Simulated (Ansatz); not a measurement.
Reaction (silylene loss): `O[SiH]([SiH3])S` → `O[SiH2]S` + `[SiH2]`

Calculated with Ansatz (gas phase, PBE0-D4/def2-TZVP geometries, no zero-point term in ΔE). CCSD(T)/CBS is the MP2 limit (def2-TZVPP, def2-QZVPP) plus CCSD(T) − MP2 in def2-TZVPP, frozen cores. This one scheme is used for every species. DFT in def2-TZVPP. B3LYP here is the variant with VWN-RPA as its local correlation; programs differ in this. HSE06 is defined as in plane-wave codes. Each species was taken in one conformer, which may not be the lowest.

```
             level  ΔE (kJ/mol)  difference from CCSD(T)/CBS
       LDA (SPW92)        268.7                         39.4
            PBE-D4        245.6                         16.3
         revPBE-D4        239.7                         10.4
           BLYP-D4        220.6                         -8.7
         r2SCAN-D4        252.9                         23.6
            B97M-V        229.3                          0.0
           PBE0-D4        249.8                         20.5
          B3LYP-D4        227.8                         -1.5
        r2SCANh-D4        252.9                         23.6
        r2SCAN0-D4        252.8                         23.5
          BHLYP-D4        233.4                          4.1
      CAM-B3LYP-D4        231.3                          2.0
           ωB97M-V        221.3                         -8.0
            B2PLYP        222.0                         -7.3
          PBE-QIDH        246.5                         17.2
               PBE        236.6                          7.3
            revPBE        221.7                         -7.6
              BLYP        202.6                        -26.7
            r2SCAN        250.6                         21.3
              PBE0        241.8                         12.5
             B3LYP        213.3                        -16.0
           r2SCANh        250.3                         21.0
           r2SCAN0        249.9                         20.6
             HSE06        241.9                         12.6
             BHLYP        219.9                         -9.4
         CAM-B3LYP        222.7                         -6.6
           LC-ωPBE        249.3                         20.0
RPA@PBE/def2-TZVPP        202.4                        -26.9
       HF/def2-SVP        197.1                        -32.2
     CCSD/def2-SVP        206.5                        -22.8
  CCSD(T)/def2-SVP        210.8                        -18.5
     HF/def2-TZVPP        200.6                        -28.7
    MP2/def2-TZVPP        235.9                          6.6
SCS-MP2/def2-TZVPP        222.9                         -6.4
CCSD(T)/def2-TZVPP        221.5                         -7.8
    MP2/def2-QZVPP        240.4                         11.1
SCS-MP2/def2-QZVPP        227.7                         -1.6
      HF/CBS(def2)        200.8                        -28.5
     MP2/CBS(def2)        243.7                         14.4
    CCSD/CBS(def2)        223.7                         -5.6
       CCSD(T)/CBS        229.3                            0
```

Task: What do rigid-rotor, harmonic-oscillator terms from PBE0-D4/def2-TZVP frequencies (298.15 K, 1 bar) make of the CCSD(T)/CBS value? (Best estimate.)

Result: Computed: ΔZPE = -12.4 kJ/mol, ΔH = +219.2 kJ/mol, ΔS = 139 J/(mol·K), ΔG = +177.7 kJ/mol.

Largest T1 diagnostic among the species: 0.014.

Leaving LDA and LC-ωPBE aside and taking each functional with its dispersion term where it has one, the values spread over 32.4 kJ/mol, from BLYP-D4 to r2SCAN-D4. LDA lies +32.1 kJ/mol from PBE without D4. The D4 term adds +14.5 kJ/mol with B3LYP and +8.0 kJ/mol with PBE0; it sums over pairs of atoms, weighted by their polarisabilities, and B3LYP, whose exchange is more repulsive, gets the larger term.
